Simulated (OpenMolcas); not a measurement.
## Multiconfigurational calculation on Br II

Input:

```
&GATEWAY
Coord
1

Br 0.0 0.0 0.0
Basis=ANO-RCC-VQZP
Group=XYZ
NoMove
AngMom=0.0 0.0 0.0
AMFI
&SEWARD
&RASSCF
FileOrb=start.orb
Symmetry=1
Spin=3
nActEl=6 0 0
Inactive=8 6
Ras2=1 3
CIRoot=3 3 1
SDav=3
CIMx=300
Iter=120 100
PrWF=0.3
OrbListing=Nothing
MaxOrb=0
Atom
>>> COPY $Project.JobIph JOBPRE
&RASSCF
FileOrb=start.orb
Symmetry=1
Spin=3
nActEl=6 0 0
Inactive=8 6
Ras2=2 6
CIRoot=3 3 1
SDav=744
CIMx=300
Iter=120 100
PrWF=0.3
OrbListing=Nothing
MaxOrb=0
Atom
>>> COPY $Project.JobIph JOB001
&RASSCF
FileOrb=start.orb
Symmetry=1
Spin=1
nActEl=6 0 0
Inactive=8 6
Ras2=2 6
CIRoot=6 6 1
SDav=616
CIMx=300
Iter=120 100
PrWF=0.3
OrbListing=Nothing
MaxOrb=0
Atom
>>> COPY $Project.JobIph JOB002
&RASSCF
FileOrb=start.orb
Symmetry=2
Spin=3
nActEl=6 0 0
Inactive=8 6
Ras2=2 6
CIRoot=1 1 1
SDav=768
CIMx=300
Iter=120 100
PrWF=0.3
OrbListing=Nothing
MaxOrb=0
Atom
>>> COPY $Project.JobIph JOB003
&RASSCF
FileOrb=start.orb
Symmetry=2
Spin=1
nActEl=6 0 0
Inactive=8 6
Ras2=2 6
CIRoot=5 5 1
SDav=560
CIMx=300
Iter=120 100
PrWF=0.3
OrbListing=Nothing
MaxOrb=0
Atom
>>> COPY $Project.JobIph JOB004
&RASSI
NrOfJobIphs=4 3 6 1 5
1 2 3
1 2 3 4 5 6
1
1 2 3 4 5
IphNames
JOB001
JOB002
JOB003
JOB004
EJob
SpinOrbit
DIPRint=1.0
SOCoupling=1000.0
Subsets=2
MEES
Property=10
'ANGMOM' 1 'ANGMOM' 2 'ANGMOM' 3 'MLTPL  1' 1 'MLTPL  1' 2 'MLTPL  1' 3
'AMFI' 1 'AMFI' 2 'AMFI' 3 'MLTPL  2' 6
SOProperty=3
'ANGMOM' 1 'ANGMOM' 2 'ANGMOM' 3
```

A driver script runs the steps one by one and writes start.orb anew before each from the orbitals found so far.

Output, cut to the results:

```
--- SEWARD ---
Basis set label: BR.ANO-RCC...7S6P4D2F1G.

      Electronic valence basis set:
      ------------------
      Associated Effective Charge  35.000000 au
      Associated Actual Charge     35.000000 au
      Nuclear Model: Point charge

      Shell  nPrim  nBasis  Cartesian Spherical Contaminant
         s      20       7        X
         p      17       6        X
         d      11       4                 X
         f       4       2                 X
         g       2       1                 X
                  Relativistic Douglas-Kroll-Hess integrals:
                    - DKH order of Hamiltonian: 2
                    - DKH order of Properties : 0
                  Atomic mean-field integrals
--- RASSCF ---
Wave function specifications:
      -----------------------------

      Number of closed shell electrons          28
      Number of electrons in active shells       6
      Max number of holes in RAS1 space          0
      Max nr of electrons in RAS3 space          0
      Number of inactive orbitals               14
      Number of active orbitals                  8
      Number of secondary orbitals              46
      Spin quantum number                      1.0
      State symmetry                             1
Orbital specifications:
      -----------------------

      Symmetry species                           1   2
                                                ag  au
      Frozen orbitals                            0   0
      Inactive orbitals                          8   6
      Active orbitals                            2   6
      RAS1 orbitals                              0   0
      RAS2 orbitals                              2   6
      RAS3 orbitals                              0   0
      Secondary orbitals                        26  20
      Deleted orbitals                           0   0
      Number of basis functions                 36  32
      Number of CSFs                           744
      Number of root(s) required                 3
      Iter CI   SX   CI       RASSCF       Energy    max ROT     max BLB   max BLB  Level Ln srch  Step   QN
          iter iter root      energy       change     param      element    value   shift minimum  type update
 Nr of preliminary CI iterations:   1
      Total energies have been shifted. Add                -2000.00 au
        1   1   10    0  -603.91358547    0.00E+00  -3.96E-01*   7  13 2 -6.52E-03*  0.00   0.00    SX    NO
        2   1    9    0  -603.92331375   -9.73E-03*  1.07E-01*   2  11 1 -4.12E-03*  0.00   0.00    SX    NO
        3   1    8    0  -603.92404990   -7.36E-04* -3.69E-02    9  12 1  1.49E-03*  0.00   0.00    SX    NO
        4   1    8    0  -603.92415573   -1.06E-04*  1.47E-02    7  13 2  6.95E-04*  0.00   0.00    SX    NO
        5   1    7    0  -603.92417613   -2.04E-05*  1.16E-02    7  13 2  3.49E-04*  0.00   1.83    LS   YES
        6   1    7    0  -603.92418143   -5.30E-06*  2.14E-03    9  11 1  2.94E-04*  0.00   1.06    QN   YES
        7   1    6    0  -603.92418161   -1.82E-07* -7.83E-04    9  11 1  1.15E-04*  0.00   1.30    QN   YES
        8   1    5    0  -603.92418163   -1.68E-08* -3.83E-05    3  12 1 -1.56E-05   0.00   0.93    QN   YES
        9   1    4    0  -603.92418163   -3.08E-10  -8.45E-06    7  14 1 -1.00E-05   0.00   0.72    QN   YES
      Convergence after  9 iterations
       10   1    4    0  -603.92418163   -8.87E-11  -8.45E-06    7  14 1 -2.03E-06   0.00   0.72    QN   YES
      Natural orbitals and occupation numbers for root  1
      sym 1:   1.994669   0.003620
      sym 2:   0.998640   0.998640   1.994823   0.002294   0.002294   0.005020
      Natural orbitals and occupation numbers for root  2
      sym 1:   1.994669   0.003620
      sym 2:   0.998640   1.994823   0.998640   0.002294   0.005020   0.002294
      Natural orbitals and occupation numbers for root  3
      sym 1:   1.994669   0.003620
      sym 2:   1.994823   0.998640   0.998640   0.005020   0.002294   0.002294
::    RASSCF root number  1 Total energy:  -2603.92418163
::    RASSCF root number  2 Total energy:  -2603.92418163
::    RASSCF root number  3 Total energy:  -2603.92418163
--- RASSCF ---
Wave function specifications:
      -----------------------------

      Number of closed shell electrons          28
      Number of electrons in active shells       6
      Max number of holes in RAS1 space          0
      Max nr of electrons in RAS3 space          0
...
--- RASSI ---
SPIN-FREE ENERGIES:
  (Shifted by EMIN (a.u.) =      -2603.9241816279)

 SF State       Relative EMIN(au)   Rel lowest level(eV)    D:o, cm**(-1)      L_eff

     1             0.0000000000        0.0000000000              0.0000         1.0
     2             0.0000000000        0.0000000000              0.0000         1.0
     3             0.0000000000        0.0000000000              0.0000         1.0
     4             0.0569275398        1.5490772726          12494.1508         2.0
     5             0.0569275398        1.5490772726          12494.1508         2.0
     6             0.0569275398        1.5490772726          12494.1508         2.0
     7             0.0569275398        1.5490772726          12494.1508         2.0
     8             0.0569275398        1.5490772726          12494.1508         2.0
     9             0.1089908732        2.9657927470          23920.7317         0.0
    10             0.4552130982       12.3869794389          99907.7269         0.0
    11             0.5363306295       14.5942999144         117710.9672         2.0
    12             0.5363306295       14.5942999144         117710.9672         2.0
    13             0.5363306295       14.5942999144         117710.9672         2.0
    14             0.5363306295       14.5942999144         117710.9672         2.0
    15             0.5363306295       14.5942999144         117710.9672         2.0
     Dipole printing threshold changed to   1.00000000E+00

++ Dipole transition strengths (spin-free states):
   -----------------------------------------------
     for osc. strength at least  1.00000000E+00

  ( Max oscillator strength is only   0.15809738608444046      )
--
Eigenvalues of complex Hamiltonian:
   -----------------------------------
  (Shifted by EMIN (a.u.) =      -2603.9241816279)

 SO State       Relative EMIN(au)   Rel lowest level(eV)    D:o, cm**(-1)     J-value

...
```

The J values that RASSI prints are effective ones from its own formula and need not be integers or half-integers; the table below assigns J from the states.

Levels above the lowest, from the spin-orbit matrix, grouped by J:

| Configuration | Term | J | E (cm⁻¹) | Measured (cm⁻¹) | g | Term weight % | Second |
| --- | --- | --- | --- | --- | --- | --- | --- |
| 4s² 4p⁴ | ³P | 2 | 0.0 | 0.0 | 1.493 | 98 |  |
| 4s² 4p⁴ | ³P | 1 | 2774 | 3136 | 1.501 | 100 |  |
| 4s² 4p⁴ | ³P | 0 | 3439 | 3837 |  | 97 | 3 ¹S |
| 4s² 4p⁴ | ¹D | 2 | 14241 | 12089 | 1.008 | 98 |  |
| 4s² 4p⁴ | ¹S | 0 | 26029 | 27867 |  | 97 | 3 ³P |

Against the 4 measured excited levels shown (NIST Handbook of Basic Atomic Spectroscopic Data) the mean absolute deviation is 1200 cm-1; the largest miss in energy is 4s² 4p⁴ ¹D₂: computed 14241, measured 12089 cm⁻¹ (+17.8 %).

Without dynamic correlation excited terms often stand tens of per cent too high (terms of higher spin than the ground term too low), and those without a measured partner can miss by more than the paired ones. The run also gave levels led by 4s² 4p³ 5s, which use shells meant for correlation; these and all levels above them are left out. Measured partners are found by configuration, term and J. A level has none where our copy of the source lacks it or the pairing is in doubt (some pairs that miss far off the trend of their configuration count as doubtful), and it then counts in no deviation. Levels of configurations outside the active space are missing. The first state left out of the spin-orbit step lies near 110000 cm-1 above the lowest spin-free state of the reference (among the parities and spins computed), and the list stops at four fifths of that energy or lower.

The term weight is that of the spin-free term in the level, not the purity of its configuration.
